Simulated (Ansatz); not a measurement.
`BC(C)=N`, relaxed with RKS PBE0-D4/def2-TZVP in the Gaussian-basis code of Ansatz from a PBE-D4/def2-SVP geometry. The force threshold is 0.005 eV/Å; the program also tests the step.

Total charge 0; spin multiplicity 1.

Start:

```xyz
10

B     0.096    0.599   -1.320
C    -0.182   -0.097    0.036
C     0.580   -0.257    1.310
N    -1.351   -0.634   -0.120
H    -0.346    1.717   -1.525
H     0.611   -0.034   -2.225
H     0.788    0.739    1.756
H     0.013   -0.876    2.033
H     1.567   -0.723    1.111
H    -1.777   -0.433   -1.055
```

```json
{"step": "1", "energy (eV)": "-4332.9765", "largest force (eV/Å)": "0.833", "largest move (Å)": "0.000"}
{"step": "2", "energy (eV)": "-4333.0190", "largest force (eV/Å)": "0.229", "largest move (Å)": "0.023"}
{"step": "3", "energy (eV)": "-4333.0229", "largest force (eV/Å)": "0.123", "largest move (Å)": "0.030"}
{"step": "4", "energy (eV)": "-4333.0274", "largest force (eV/Å)": "0.103", "largest move (Å)": "0.043"}
{"step": "5", "energy (eV)": "-4333.0295", "largest force (eV/Å)": "0.082", "largest move (Å)": "0.029"}
{"step": "6", "energy (eV)": "-4333.0297", "largest force (eV/Å)": "0.125", "largest move (Å)": "0.021"}
{"step": "7", "energy (eV)": "-4333.0315", "largest force (eV/Å)": "0.061", "largest move (Å)": "0.034"}
{"step": "8", "energy (eV)": "-4333.0328", "largest force (eV/Å)": "0.031", "largest move (Å)": "0.078"}
{"step": "9 (rejected)", "energy (eV)": "-4333.0290", "largest force (eV/Å)": "0.327", "largest move (Å)": "0.196"}
{"step": "10", "energy (eV)": "-4333.0345", "largest force (eV/Å)": "0.096", "largest move (Å)": "0.062"}
{"step": "11", "energy (eV)": "-4333.0367", "largest force (eV/Å)": "0.136", "largest move (Å)": "0.098"}
{"step": "12 (rejected)", "energy (eV)": "-4333.0306", "largest force (eV/Å)": "0.354", "largest move (Å)": "0.146"}
{"step": "13", "energy (eV)": "-4333.0397", "largest force (eV/Å)": "0.088", "largest move (Å)": "0.073"}
{"step": "14", "energy (eV)": "-4333.0413", "largest force (eV/Å)": "0.133", "largest move (Å)": "0.073"}
{"step": "15", "energy (eV)": "-4333.0423", "largest force (eV/Å)": "0.114", "largest move (Å)": "0.064"}
{"step": "16", "energy (eV)": "-4333.0425", "largest force (eV/Å)": "0.092", "largest move (Å)": "0.013"}
{"step": "17", "energy (eV)": "-4333.0430", "largest force (eV/Å)": "0.096", "largest move (Å)": "0.024"}
{"step": "18", "energy (eV)": "-4333.0436", "largest force (eV/Å)": "0.032", "largest move (Å)": "0.007"}
{"step": "19", "energy (eV)": "-4333.0438", "largest force (eV/Å)": "0.032", "largest move (Å)": "0.013"}
{"step": "20", "energy (eV)": "-4333.0439", "largest force (eV/Å)": "0.028", "largest move (Å)": "0.013"}
{"step": "21 (rejected)", "energy (eV)": "-4332.8203", "largest force (eV/Å)": "2.435", "largest move (Å)": "0.092"}
{"step": "22", "energy (eV)": "-4333.0439", "largest force (eV/Å)": "0.008", "largest move (Å)": "0.019"}
{"step": "23", "energy (eV)": "-4333.0440", "largest force (eV/Å)": "0.006", "largest move (Å)": "0.004"}
{"step": "24 (rejected)", "energy (eV)": "-4333.0440", "largest force (eV/Å)": "0.013", "largest move (Å)": "0.005"}
{"step": "25", "energy (eV)": "-4333.0440", "largest force (eV/Å)": "0.004", "largest move (Å)": "0.003"}
```

End:

```xyz
10

B     0.151    0.613   -1.292
C    -0.293   -0.060    0.033
C     0.573   -0.281    1.225
N    -1.449   -0.610   -0.015
H    -0.532    1.464   -1.782
H     1.103    0.195   -1.884
H     0.840    0.677    1.682
H     0.058   -0.900    1.961
H     1.511   -0.760    0.930
H    -1.963   -0.337   -0.859
```

Run time 83 s (2 threads of an Arm Neoverse V1 on a shared host); peak host memory 0.3 GiB.
